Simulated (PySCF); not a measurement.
**State search for CsCa**

Unrestricted PBE0; PySCF, scalar-relativistic core potentials, basis sets Cs def2-SVP with ECP46, Ca def2-SVP. Outer shells of the fragments: Cs 6s1; Ca 4s2.

Followed along the bond (rough minima from three points):

| 2Ms+1 | unpaired | ⟨S²⟩ at the start | R at minimum (Å) | Te (eV) |
| --- | --- | --- | --- | --- |
| 2 | σ ↑ | 0.76 | 4.72 | 0.00 |
| 2 | π ↑ | 0.83 | 3.93 | 0.62 |
| 2 | δ ↑ | 0.76 | 4.06 | 1.56 |
| 4 | σ ↑↑, π ↑ | 3.75 | 4.18 | 1.57 |

Solutions found at the starting distance of 3.795 Å, counted from the lowest of them; the search is not exhaustive and high or unbound solutions are not listed, so other states can lie among these:

```json
{"2Ms+1": "2", "unpaired": "σ ↑", "term": "²Σ⁺", "E (eV)": "0.00", "⟨S²⟩": "0.76", "⟨Lz²⟩": "0.00", "μ (D)": "-2.43"}
{"2Ms+1": "2", "unpaired": "π ↑", "term": "²Π", "E (eV)": "0.37", "⟨S²⟩": "0.83", "⟨Lz²⟩": "1.03", "μ (D)": "-6.00"}
{"2Ms+1": "2", "unpaired": "δ ↑", "term": "²Δ", "E (eV)": "1.33", "⟨S²⟩": "0.76", "⟨Lz²⟩": "4.00", "μ (D)": "-4.79"}
{"2Ms+1": "4", "unpaired": "σ ↑↑, π ↑", "term": "⁴Π", "E (eV)": "1.38", "⟨S²⟩": "3.75", "⟨Lz²⟩": "1.02", "μ (D)": "-3.06"}
{"2Ms+1": "4", "unpaired": "σ ↑, π ↑↑", "term": "⁴Σ⁻", "E (eV)": "1.76", "⟨S²⟩": "3.75", "⟨Lz²⟩": "0.00", "μ (D)": "-3.06"}
{"2Ms+1": "2", "unpaired": "σ ↑↑, π ↓", "term": "mixed", "E (eV)": "1.87", "⟨S²⟩": "1.75", "⟨Lz²⟩": "1.02", "μ (D)": "-1.91"}
{"2Ms+1": "4", "unpaired": "σ ↑↑↑", "term": "⁴Σ⁺", "E (eV)": "2.03", "⟨S²⟩": "3.75", "⟨Lz²⟩": "0.00", "μ (D)": "-0.61"}
{"2Ms+1": "4", "unpaired": "σ ↑↑, δ ↑", "term": "⁴Δ", "E (eV)": "2.16", "⟨S²⟩": "3.75", "⟨Lz²⟩": "4.00", "μ (D)": "-1.77"}
{"2Ms+1": "2", "unpaired": "σ ↑, π ↑↓", "term": "mixed", "E (eV)": "2.22", "⟨S²⟩": "1.75", "⟨Lz²⟩": "2.03", "μ (D)": "-3.31"}
{"2Ms+1": "4", "unpaired": "σ ↑, π ↑↑", "term": "mixed", "E (eV)": "2.52", "⟨S²⟩": "3.75", "⟨Lz²⟩": "2.01", "μ (D)": "-5.17"}
```

A term symbol is given only where ⟨S²⟩ and ⟨Lz²⟩ are close to those of a pure state; real π, δ and φ orbitals otherwise mix terms. A positive dipole means Cs(−)Ca(+).

Task: Compare the gap between the two lowest followed solutions at the starting distance with the gap between their minima.

Result: At PBE0 the second solution (doublet, unpaired electrons π ↑) lies +0.37 eV from the first (doublet, unpaired electrons σ ↑) at 3.795 Å and +0.62 eV at the minima; the two curves relax by different amounts, since their minima lie near 3.93 and 4.72 Å.

Spin–orbit coupling is left out. Counting both spins, an empty level lies below a filled one in some of these solutions, because spin and occupation are held.
